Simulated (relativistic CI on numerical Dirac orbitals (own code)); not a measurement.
# How well does a small relativistic CI reproduce Tb2+?

Method of calculation: Dirac-Coulomb-Breit CI, orbitals from a KLI potential per configuration, a model potential for QED, valence Slater integrals scaled by 0.85, P86 correlation energy added to each configuration (own radial code, finite nucleus).

Configurations in the expansion (outside the closed core [Kr] 4d10 5s2): 4f⁹5p⁶, 4f⁸5p⁶5d, 4f⁸5p⁶6s, 4f⁸5p⁶6p, 4f⁷5p⁶6s², 4f⁸5p⁶7s, 4f⁸5p⁶7p, 4f⁸5p⁶8s, 4f¹¹5p⁴. Levels of other configurations are missing.

```tsv
Configuration	Term (tabulated)	J	Measured (cm⁻¹)	Computed	Error	Purity (%)
4f⁹5p⁶	6H°	15/2	0.0	0	0	94
4f⁹5p⁶	6H°	13/2	2804.7	2841	36	96
4f⁹5p⁶	6H°	11/2	4734.5	4798	64	94
4f⁹5p⁶	6H°	9/2	6258.1	6312	54	94
4f⁹5p⁶	6F°	11/2	6470.1	7540	1070	95
4f⁹5p⁶	6H°	7/2	7422.2	7484	62	93
4f⁹5p⁶	6F°	9/2	7621.6	8539	918	87
4f⁹5p⁶	6H°	5/2	8285.9	8355	69	93
4f⁸5p⁶5d	8G	13/2	8972.3	-8322	-17295	67
4f⁸5p⁶5d	8G	15/2	9275.4	-8173	-17449	93
4f⁸5p⁶5d	8G	9/2	10070.4	-7000	-17071	56
4f⁹5p⁶	6F°	5/2	10220.4	11298	1078	93
4f⁸5p⁶5d	8G	7/2	10996.0	-6142	-17138	69
4f⁸5p⁶5d	8G	5/2	11678.9	-5479	-17158	79
4f⁸5p⁶5d	8G	3/2	12165.2	-4992	-17157	87
4f⁸5p⁶5d	8G	1/2	12454.4	-4695	-17149	92
4f⁸5p⁶5d	8F	13/2	12986.5	-4816	-17803	70
4f⁸5p⁶5d	8D	5/2	13689.6	-1011	-14701	60
4f⁸5p⁶5d	8F	3/2	14515.4	-2681	-17196	72
4f⁸5p⁶5d	8H	17/2	14890.4	-2559	-17450	95
4f⁸5p⁶5d	8H	11/2	16757.8	-240	-16998	85
4f⁸5p⁶5d	8H	9/2	17169.3	219	-16950	86
4f⁸5p⁶5d	6F	11/2	17437.5	1792	-15645	81
4f⁸5p⁶5d	8H	7/2	17499.4	585	-16915	88
4f⁸5p⁶6s	8F	13/2	17676.3	3796	-13880	95
4f⁸5p⁶5d	8H	5/2	17755.5	866	-16890	90
4f⁸5p⁶5d	6G	13/2	18158.9	2732	-15427	76
4f⁸5p⁶5d	6F	9/2	18776.5	3034	-15742	78
4f⁸5p⁶6s	8F	11/2	19181.1	5417	-13764	75
4f⁸5p⁶5d	6G	11/2	19902.0	4377	-15525	67
4f⁸5p⁶6s	6F	11/2	20317.6	6691	-13626	73
4f⁸5p⁶6s	8F	9/2	20649.0	6802	-13847	89
4f⁸5p⁶5d	6F	5/2	20968.4	5142	-15827	86
4f⁸5p⁶5d	6G	9/2	21142.5	5606	-15537	70
4f⁸5p⁶5d	6F	3/2	21640.6	5784	-15857	89
4f⁸5p⁶6s	8F	7/2	21641.9	7777	-13865	91
4f⁸5p⁶5d	6G	7/2	22067.4	6519	-15548	75
4f⁸5p⁶6s	8F	5/2	22384.8	8512	-13873	92
4f⁸5p⁶6s	6F	9/2	22475.3	8574	-13902	89
4f⁸5p⁶5d	6G	5/2	22774.7	7219	-15556	82
4f⁸5p⁶6s	8F	3/2	22898.2	9022	-13876	93
4f⁸5p⁶5d	8P	5/2	22980.6	5861	-17119	89
4f⁸5p⁶6s	8F	1/2	23203.5	9326	-13878	94
4f⁸5p⁶5d	6G	3/2	23234.6	7685	-15549	88
4f⁸5p⁶6s	6F	7/2	23357.6	9797	-13561	88
4f⁸5p⁶6s	6F	5/2	24307.4	10729	-13578	91
4f⁸5p⁶5d	6H	5/2	24592.5	8559	-16034	89
4f⁸5p⁶6s	6F	3/2	24862.6	11354	-13509	92
4f⁸5p⁶6s	6F	1/2	25241.4	11724	-13517	93
```

Measured levels from Martin, Zalubas and Hagan, Atomic Energy Levels: The Rare-Earth Elements, NSRDS-NBS 60 (1978); pairs were made by configuration, J and term (by order where the table uses no LS term), so strongly mixed levels may be paired wrongly. Some J values or terms of the table were assigned by a fit.

Mean error by configuration (cm⁻¹): 4f⁹5p⁶ 419; 4f⁸5p⁶5d -16470; 4f⁸5p⁶6s -13744. Over the excited levels the mean absolute error is 13056 cm⁻¹ (48 of the 57 excited levels that our extract of the source holds in range could be paired, and the others can miss by more), and the median relative error of those above 1,000 cm⁻¹ is 73 %. Some levels of the ground configuration have no partner.
